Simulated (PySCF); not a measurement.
CdI, SMILES [Cd+][I], charge +1. Geometry optimised at PBE-D3(BJ)/def2-TZVP. The multiplicity is an assumed one; other spin states were not compared. The def2 effective core potentials stand for the cores of Cd, I; spin–orbit coupling is left out.

Method: PBE-D3(BJ)/def2-TZVP (PySCF).

Harmonic wavenumbers (cm⁻¹): 204. Rotational constants (GHz): 1.272 (linear); symmetry number 1.

Work out the zero-point energy and the ideal-gas rigid-rotor harmonic-oscillator thermochemistry at 298.15 K and 1 atm.

ZPE = ½ Σ hcν = ½ × 204 cm⁻¹ = 1.22 kJ/mol. H − E(el) = 11.35 kJ/mol. Entropy in J/(mol K): translation 177.06, rotation 78.94, vibration 8.76, total 264.76. G − E(el) = -67.58 kJ/mol. Cp = 36.77 J/(mol K).
